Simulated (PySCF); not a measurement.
**Spin states of GeTe**

Unrestricted PBE0; Ge cc-pVTZ-PP with ECP10, Te cc-pVTZ-PP with ECP28; scalar-relativistic core potentials (PySCF 2.14). Outer shells of the fragments: Ge 3d10 4s2 4p2; Te 4d10 5s2 5p4.

Followed along the bond (rough minima from three points):

```
2Ms+1    unpaired  ⟨S²⟩ at the start  R at minimum (Å)  Te (eV)
    1        none               0.00              2.35     0.00
    3        π ↑↑               2.01  none in the scan   ≤ 1.92
    5  σ ↑, π ↑↑↑               6.01  none in the scan   ≤ 4.08
```

Solutions found at the starting distance of 2.480 Å, counted from the lowest of them; the search is not exhaustive and high or unbound solutions are not listed, so other states can lie among these:

| 2Ms+1 | unpaired | term | E (eV) | ⟨S²⟩ | ⟨Lz²⟩ | μ (D) |
| --- | --- | --- | --- | --- | --- | --- |
| 1 | none | ¹Σ⁺ | 0.00 | 0.00 | 0.00 | -1.98 |
| 3 | π ↑↑ | mixed | 1.79 | 2.01 | 2.01 | -0.01 |
| 3 | π ↑↑ | mixed | 2.11 | 2.01 | 2.01 | -0.30 |
| 1 | π ↑↓ | mixed | 2.17 | 1.01 | 2.02 | -0.39 |
| 3 | σ ↑, π ↑ | ³Π | 2.43 | 2.01 | 1.01 | -1.34 |
| 1 | σ ↓, π ↑ | mixed | 2.65 | 1.02 | 1.01 | -1.24 |
| 5 | σ ↑, π ↑↑↑ | ⁵Π | 4.14 | 6.01 | 1.01 | 1.36 |
| 5 | π ↑↑↑↑ | ⁵Σ⁺ | 4.33 | 6.01 | 0.00 | 3.79 |
| 3 | σ ↑, π ↑ | ³Π | 4.86 | 2.01 | 1.02 | -0.04 |
| 1 | π ↑↑↓↓ | mixed | 4.98 | 2.02 | 4.05 | 3.80 |
| 3 | σ ↑↑ | ³Σ⁺ | 5.02 | 2.01 | 0.00 | -0.82 |
| 1 | σ ↓, π ↑ | mixed | 5.02 | 1.01 | 1.01 | 0.01 |
| 5 | σ ↑↑, π ↑↑ | mixed | 6.52 | 6.01 | 2.01 | 1.10 |
| 5 | σ ↑↑, π ↑↑ | mixed | 6.81 | 6.01 | 2.02 | 0.83 |

A term symbol is given only where ⟨S²⟩ and ⟨Lz²⟩ are close to those of a pure state; real π, δ and φ orbitals otherwise mix terms. A positive dipole means Ge(−)Te(+).

The measured ground state is X ¹Σ+ (Huber and Herzberg, Constants of Diatomic Molecules (1979)).

Spin–orbit coupling is left out. Counting both spins, an empty level lies below a filled one in some of these solutions, because spin and occupation are held.
